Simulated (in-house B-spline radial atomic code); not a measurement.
Computed with a B-spline radial atomic code. Model: two electrons, singlet ground state, non-relativistic, full CI in B-splines with partial waves to l = 8 (at full coupling up to 3e-4 hartree above the limit, correlation up to 0.6 % small), density held at that of full coupling by Lieb maximisation.

W(λ) is the mean repulsion in the state of coupling λ less the Hartree energy of the fixed density. Its start is exact exchange, its initial slope is twice the second-order Görling-Levy correlation energy, and its area from 0 to 1 is E_xc. A straight curve means weak, dynamic correlation, and a curve that drops fast and flattens means strong correlation.

Command:
```bash
python run_ac.py task.json out
```
Settings (lengths in bohr, energies in hartree):
```
potential              gauss
strength               22.1
lmax                   8
second                 2.81
```

Cost of the run: 12 s on 1 thread of Intel(R) Xeon(R) Processor @ 2.30GHz, with other jobs on the host.

**W = mean repulsion less Hartree energy, and W of three functionals.**

Given: confinement Gaussian well; well depth 22.1 hartree; well width 2.81 bohr; external potential -V exp(-r^2/w^2).

Computed: LDA exchange minus exact 164.36 millihartree; SCAN exchange minus exact 3.9543 millihartree.

| coupling | W xc (hartree) | W xc minus exchange (millihartree) | kinetic minus Kohn-Sham (millihartree) | LDA (PW92) W minus its exchange (millihartree) | PBE W minus its exchange (millihartree) | SCAN W minus its exchange (millihartree) |
| --- | --- | --- | --- | --- | --- | --- |
| 0 | -1.132 | 0 | 0 | 0 | 0 | 0 |
| 0.02 | -1.1339 | -1.975 | 0.02 | -12.27 | -3.22 | -1.9 |
| 0.05 | -1.1369 | -4.908 | 0.12 | -25.22 | -7.88 | -4.69 |
| 0.12 | -1.1436 | -11.609 | 0.69 | -48.48 | -18.13 | -10.98 |
| 0.25 | -1.1555 | -23.553 | 2.89 | -81.17 | -35.38 | -22.08 |
| 0.4 | -1.1685 | -36.569 | 7.11 | -110.82 | -53.16 | -34.1 |
| 0.6 | -1.1847 | -52.748 | 15.18 | -143.03 | -74.29 | -49.01 |
| 0.8 | ? | ? | ? | ? | ? | ? |
| 1 | -1.2135 | -81.547 | 38.07 | -193.28 | -110.2 | -75.71 |
| 1.4 | -1.2383 | -106.33 | 67.69 | -232.38 | -140.13 | -99.03 |
| 2 | -1.2695 | -137.51 | 120.37 | -278.61 | -177.29 | -129.08 |
| 3 | -1.3097 | -177.72 | 219.89 | -335.92 | -225.5 | -169.39 |
| 4.5 | -1.3523 | -220.3 | 377.49 | -396.22 | -278.18 | -214.36 |
| 7 | ? | ? | ? | ? | ? | ? |
| 10 | -1.4311 | -299.14 | 914.5 | -513.88 | -384.96 | -303.08 |

(1) What belongs in the row 0.8?

(2) What belongs in the row 7?

(3) What is the PBE exchange minus exact?

**Energy parts, natural occupations and partial-wave weights.**

Computed: total energy -36.2265 hartree; exchange energy -1.132 hartree; correlation energy -0.043474 hartree; kinetic part of the DFT correlation energy 0.038073 hartree; initial slope twice GL2 -0.099172 hartree; kinetic part over minus potential part 0.46689; Kohn-Sham kinetic 3.0182 hartree.

| natural | occupation of the shell (electrons) |
| --- | --- |
| s | 1.9865 |
| p | 0.012067 |
| s | 0.00072778 |
| d | ? |
| p | 0.00010212 |
| f | 5.8661e-05 |

(4) What belongs in the row d?

```tsv
wave	weight
s	0.99363
p	0.0060877
d	?
f	3.2429e-05
g	7.3186e-06
```

(5) What belongs in the row d?

(6) What is the Lieb Oxford ratio E_xc over LDA exchange?

(7) What is the Hartree energy?

Answers

(1) W xc (hartree): -1.1997; W xc minus exchange (millihartree): -67.701; kinetic minus Kohn-Sham (millihartree): 25.63; LDA (PW92) W minus its exchange (millihartree): -169.97; PBE W minus its exchange (millihartree): -93.14; SCAN W minus its exchange (millihartree): -62.83.

(2) W xc (hartree): -1.3975; W xc minus exchange (millihartree): -265.58; kinetic minus Kohn-Sham (millihartree): 633.04; LDA (PW92) W minus its exchange (millihartree): -462.29; PBE W minus its exchange (millihartree): -337.62; SCAN W minus its exchange (millihartree): -264.74.

(3) 48.147 millihartree.

(4) occupation of the shell (electrons): 0.000463.

(5) weight: 0.00024257.

(6) 1.2148.

(7) 2.2639 hartree.

Half-way to full coupling W has made 55 % of its drop, against 50 % for a straight line, and second-order (GL2) theory, half the initial slope, overshoots the correlation energy by about 14 %: a moderate bend, as in light atoms. Over couplings 0 to 1 the errors in E_xc come to about +89 millihartree for LDA, +30 millihartree for PBE, +7.0 millihartree for SCAN, so SCAN is nearest. In LDA and PBE the errors of exchange and correlation have opposite signs, so the sum is smaller than the larger of the two.
